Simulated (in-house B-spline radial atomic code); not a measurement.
Configurations of Pd7+, with energies counted from [Kr] (4d3/2)3. Computed with a B-spline radial code for spherical atoms: Dirac-Hartree-Fock, average of each configuration as written, Fermi nucleus of rms radius 4.5318 fm. Energies include first-order Breit, QED and recoil terms.

Occupations are held fixed; configurations that lie above the ionisation limit could autoionise.

```tsv
configuration	E - E(ref) (eV)	highest orbital	its <r> (bohr)
[Kr] (4d5/2)2 7s1	89.067	7s1/2	5.13
[Kr] (4d3/2)1 (4d5/2)1 (8p3/2)1	99.694	8p3/2	7.762
[Ar] 3d10 4s2 (4p1/2)2 (4p3/2)3 (4d3/2)1 (4d5/2)2 (5p1/2)1	100.45	5p1/2	2.092
[Ar] 3d10 4s2 (4p1/2)2 (4p3/2)3 (4d3/2)3 (8d5/2)1	154.7	8d5/2	8.679
[Ar] 3d10 4s2 (4p1/2)2 (4p3/2)3 (4d3/2)3 (8g7/2)1	159.06	8g7/2	10.58
```

(1) Order these further configurations by energy, lowest first.
A. [Kr] (4d3/2)1 (4d5/2)2
B. [Kr] (4d5/2)3
C. [Kr] (4d3/2)1 (4d5/2)1 (8g9/2)1
D. [Ar] 3d10 4s2 (4p1/2)1 (4p3/2)4 (4d3/2)3 (6f7/2)1
E. [Kr] (4d5/2)2 (7p3/2)1

(2) How far above the reference does [Kr] (4d3/2)2 (8f7/2)1 lie?

## Answers

(1) A (1.9716 eV), B (2.3994 eV), E (91.907 eV), C (106.78 eV), D (155.63 eV).

(2) 104.57 eV; its least bound orbital is 8f7/2 with <r> = 10.15 bohr.
